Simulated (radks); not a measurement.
Kr+, configuration [Ar] 3d10 4s2 4p5.

All-electron calculation, Dirac Kohn-Sham, PBE, spin-unpolarised, spherical densities, point nucleus; open shells are shared between the two j in proportion to 2j + 1. Program: a radial shooting solver on a logarithmic mesh with Libxc functionals.

Energy parts (eV):
part                       energy
total                  -75918.524
kinetic                 77964.173
electron-nucleus      -183037.834
Hartree                 31773.801
exchange-correlation    -2618.664

Orbitals (lengths in bohr, moments of r in powers of bohr; r(max) is where P^2 peaks):
orbital     occ.  eigenvalue (eV)     <r^2>   r(max)      <r>  small-component weight
1s1/2          2        -14165.53  0.002318  0.02707  0.04148                1.71e-02
2s1/2          2        -1875.508   0.03965   0.1543   0.1832                3.39e-03
2p1/2          2        -1696.005   0.03039   0.1211   0.1573                3.39e-03
2p3/2          4        -1642.173   0.03182   0.1245   0.1613                3.30e-03
3s1/2          2        -275.7626    0.3232   0.4671   0.5301                8.30e-04
3p1/2          2        -212.3802    0.3331   0.4574   0.5334                7.78e-04
3p3/2          4        -204.4619    0.3461   0.4662   0.5438                7.56e-04
3d3/2          4         -94.0367    0.3771   0.4097   0.5531                6.37e-04
3d5/2          6         -92.7332    0.3823   0.4124   0.5570                6.30e-04
4s1/2          2         -33.9714     2.697    1.330    1.538                1.36e-04
4p1/2    1.66667         -20.0307     3.769    1.500    1.804                1.00e-04
4p3/2    3.33333         -19.3134     3.925    1.529    1.841                9.67e-05

The highest occupied level is 4p3/2 at -19.313 eV. Summed over all electrons, <r^2> = 31.53 bohr^2, which gives a Langevin (diamagnetic) susceptibility term of -25 x 10^-6 cm^3/mol.
